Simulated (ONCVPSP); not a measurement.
Scattering properties, ONCV potential for B

B, optimised norm-conserving Vanderbilt (ONCV), made with ONCVPSP 4.0.1 (PW91, scalar-relativistic). Core [He], reference 2s1 (charge +2). Waves: 2s: rc 1.05 bohr, ncon 5, nbas 8, qcut 5.4 1/bohr, 2 projectors, debl 0.5 Ha; p scattering state at 0.19 Ha: rc 1.05 bohr, ncon 5, nbas 8, qcut 8 1/bohr, 3 projectors, debl 1.9 Ha; d scattering state at 0.32 Ha: rc 0.95 bohr, ncon 5, nbas 9, qcut 10.6 1/bohr, 2 projectors, debl 2.3 Ha. Local part: polynomial inside 0.85 bohr (lpopt 5, dvloc0 3 Ha). Core correction: Teter function, fcfact 2.25, rcfact 1.2.

In the s channel the program set the typed energies aside and used -1.158, 0.250 Ha. In the p channel the program set the typed energies aside and used 0.050, 1.950, 3.850 Ha.

The phase is arctan(r·R′/R) of the radial function R(r), unwrapped; energies in Ha, scanned from -3 to 5 Ha. A pole is an energy at which the radial function vanishes at the test radius. The pseudo phase is shifted by a multiple of π to meet the all-electron one at the reference energy, and phase errors are pseudo minus all-electron; the curves can meet again beyond the range given. Levels narrower than the energy grid can be missing from the lists of poles.

```json
{"channel": "s", "radius (bohr)": "1.06", "reference energy (Ha)": "-1.16", "poles, all-electron": "none", "poles, pseudo": "none", "unbroken range about the reference energy with phases within 0.05 rad": "the whole range", "phase error 1 Ha above the reference energy (rad)": "+0.000"}
{"channel": "p", "radius (bohr)": "1.06", "reference energy (Ha)": "0.05", "poles, all-electron": "3.07", "poles, pseudo": "3.07", "unbroken range about the reference energy with phases within 0.05 rad": "the whole range", "phase error 1 Ha above the reference energy (rad)": "-0.000"}
{"channel": "d", "radius (bohr)": "0.96", "reference energy (Ha)": "0.32", "poles, all-electron": "none", "poles, pseudo": "none", "unbroken range about the reference energy with phases within 0.05 rad": "the whole range", "phase error 1 Ha above the reference energy (rad)": "+0.000"}
```

Note: ghosts flagged at negative energy: s at -167.9 eV; GHOST(+) flagged for p at 51.5 eV. A true bound ghost makes a file unfit for plane-wave use.

Phases in the p channel:

```json
{"E (Ha)": "-2.98", "all-electron": "0.652", "pseudo": "0.652"}
{"E (Ha)": "-2.54", "all-electron": "0.469", "pseudo": "0.469"}
{"E (Ha)": "-2.10", "all-electron": "0.218", "pseudo": "0.218"}
{"E (Ha)": "-1.66", "all-electron": "-0.095", "pseudo": "-0.095"}
{"E (Ha)": "-1.22", "all-electron": "-0.428", "pseudo": "-0.428"}
{"E (Ha)": "-0.78", "all-electron": "-0.719", "pseudo": "-0.719"}
{"E (Ha)": "-0.34", "all-electron": "-0.941", "pseudo": "-0.941"}
{"E (Ha)": "0.10", "all-electron": "-1.103", "pseudo": "-1.104"}
{"E (Ha)": "0.54", "all-electron": "-1.223", "pseudo": "-1.223"}
{"E (Ha)": "0.98", "all-electron": "-1.315", "pseudo": "-1.315"}
{"E (Ha)": "1.42", "all-electron": "-1.387", "pseudo": "-1.387"}
{"E (Ha)": "1.86", "all-electron": "-1.446", "pseudo": "-1.444"}
{"E (Ha)": "2.30", "all-electron": "-1.496", "pseudo": "-1.496"}
{"E (Ha)": "2.74", "all-electron": "-1.540", "pseudo": "-1.540"}
{"E (Ha)": "3.18", "all-electron": "-1.581", "pseudo": "-1.581"}
{"E (Ha)": "3.62", "all-electron": "-1.620", "pseudo": "-1.620"}
{"E (Ha)": "4.06", "all-electron": "-1.658", "pseudo": "-1.658"}
{"E (Ha)": "4.50", "all-electron": "-1.698", "pseudo": "-1.698"}
{"E (Ha)": "4.94", "all-electron": "-1.740", "pseudo": "-1.740"}
```
